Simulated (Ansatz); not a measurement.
Frontier orbitals of C7H18CuPS, SMILES `CC[P+](CC)(CC)[Cu-][S]C`.

```xyz
28

C    -1.0055   -0.0405    2.3847
C    -1.3480   -0.1140    0.9046
P     0.0146    0.4901   -0.1590
C     0.1515    2.2784    0.2201
C    -1.1263    3.0975    0.1393
C    -0.6942    0.4356   -1.8464
C    -0.7774   -0.9816   -2.3944
Cu    1.8816   -0.6349    0.0926
S     3.7238   -1.7001    0.3491
C     3.2345   -3.4558    0.3783
H    -0.0751   -0.5722    2.5982
H    -1.7975   -0.4880    2.9882
H    -0.8811    0.9921    2.7187
H    -1.5280   -1.1519    0.6107
H    -2.2619    0.4438    0.6776
H     0.9099    2.6668   -0.4668
H     0.5971    2.3461    1.2166
H    -1.8789    2.7458    0.8481
H    -0.9218    4.1442    0.3750
H    -1.5663    3.0677   -0.8593
H    -1.6779    0.9147   -1.8465
H    -0.0373    1.0450   -2.4749
H    -1.4495   -1.6056   -1.8012
H    -1.1535   -0.9777   -3.4195
H     0.2059   -1.4575   -2.3951
H     4.1403   -4.0508    0.5078
H     2.7589   -3.7609   -0.5547
H     2.5621   -3.6765    1.2083
```

The species carries charge 0 and has multiplicity 1. For Cu the d shell is correlated and the shells below it are frozen. Scalar relativity is left out up to krypton. The structure was optimised at the PBE0-D4/def2-TZVP level. It is one conformer, not always the lowest. Basis def2-TZVPP, Ansatz 0.2.0.

Orbital energies of one run (eV). Highest occupied ones, from the top: -5.08, -5.88, -7.12, -7.69, -7.73, -7.74, -8.01, -8.85, -9.59, -9.62, -9.74, -10.52, -10.89, -11.01. Empty: -0.05, 0.11, 0.75, 1.19, 1.62, 1.93.

(1) Which functional gave them?
A. r2SCAN0
B. revPBE
C. B97M-V
D. CAM-B3LYP

Results:

(1) A. HOMO energies: r2SCAN0 -5.08, revPBE -3.85, B97M-V -4.14, CAM-B3LYP -6.21 eV.
